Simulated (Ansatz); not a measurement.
```yaml
crystal:
  periodic: [false, false, false]
  atoms:
    - {symbol: N, position_ang: [0.125796, 1.140298, -0.842296]}
    - {symbol: Si, position_ang: [-0.030221, -0.283546, 0.094913]}
    - {symbol: O, position_ang: [1.436856, -1.004449, 0.355336]}
    - {symbol: O, position_ang: [-0.767595, 0.227116, 1.416492]}
    - {symbol: I, position_ang: [-1.384485, -2.055221, -0.890338]}
    - {symbol: H, position_ang: [-0.604531, 1.802447, -0.921868]}
    - {symbol: H, position_ang: [0.598336, 1.059774, -1.706626]}
    - {symbol: H, position_ang: [2.103564, -0.457526, 0.691815]}
    - {symbol: H, position_ang: [-1.316518, -0.472494, 1.878181]}
basis:
  gaussian: {orbitals: x2c-TZVPPall, nuclear_model: gaussian}
hamiltonian: {xc: {name: wB97X-V}}
accuracy: high
```

```sh
$ ansatz run in.yaml --threads 4 --pin off --events-out ev --progress --plain --max-ram 10444MiB
```

Shortened log:

```
Functional definition: wB97X-V
4370 factors; integrals over basis functions are off by at most 6.6e-8 eV
507 factors; integrals over basis functions are off by at most 1.9e-9 eV
mean field evaluation 1: about -207159.5753 eV, gradient 7.6e1 eV
mean field evaluation 2: about -207159.5316 eV, gradient 7.7e1 eV
mean field evaluation 4: about -207168.8054 eV, gradient 2.6e0 eV
mean field evaluation 8: about -207168.9431 eV, gradient 2.7e-1 eV
mean field evaluation 16: about -207168.9433 eV, gradient 2.8e-4 eV
mean field -207168.94325629 eV, -7613.3182405156 hartree, gradient 3.5e-8 eV, S^2 0.000000; 0 other end points of the search recorded, 0 dependent functions left out
reference -207168.94325612 eV, -7613.3182405092 hartree; 47, 47 occupied and 204, 204 virtual orbitals, 4370 factors
Total energy: -207168.94325612 eV, -7613.3182405092 hartree
Relativity: scalar
```

Hardware: 4 threads of an Arm Neoverse V2 on a shared host. Wall time 46 s, peak host memory 2.4 GiB.
